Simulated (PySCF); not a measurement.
AsH₅O₃Si, SMILES O[Si](O)([AsH2])O.

The structure is a stationary point at PBE0-D3(BJ)/def2-SVP. This is a generated structure with no PubChem entry under its InChIKey; it may be hypothetical. Other conformers were not sampled.

Two levels are set side by side: TDDFT-PBE/def2-SVPD (PySCF) and TDDFT-CAM-B3LYP/def2-SVPD (PySCF). Vertical, same geometry. The lowest singlet is HOMO→LUMO 99 % with PBE and HOMO→LUMO 73 %, HOMO→LUMO+1 16 % with the other functional; states are paired by order. Differences are taken from unrounded values.

```
quantity                               TDDFT-PBE
-------------------------------------  ---------
lowest singlet excitation (eV)              5.49
lowest triplet excitation (TDA) (eV)        5.27
first bright state (f over 0.05) (eV)       5.49
its oscillator strength                     0.08
```

These are the TDDFT-PBE values. What does TDDFT-CAM-B3LYP give? (Estimate from the structure and the level; the computed values follow.)


```json
[
 {"quantity": "lowest singlet excitation (eV)", "TDDFT-CAM-B3LYP": "6.34", "TDDFT-PBE minus TDDFT-CAM-B3LYP": "-0.85"},
 {"quantity": "lowest triplet excitation (TDA) (eV)", "TDDFT-CAM-B3LYP": "5.72", "TDDFT-PBE minus TDDFT-CAM-B3LYP": "-0.44"},
 {"quantity": "first bright state (f over 0.05) (eV)", "TDDFT-CAM-B3LYP": "6.34", "TDDFT-PBE minus TDDFT-CAM-B3LYP": "-0.85"},
 {"quantity": "its oscillator strength", "TDDFT-CAM-B3LYP": "0.09", "TDDFT-PBE minus TDDFT-CAM-B3LYP": "-0.01"}
]
```

Functionals without exact exchange tend to place singlet excitations lower, as here. Differences between two approximate levels are no errors against the true value.

Rough cost on one machine, each run with all the roots and properties that it gave: TDDFT-CAM-B3LYP against TDDFT-PBE about 7 times.
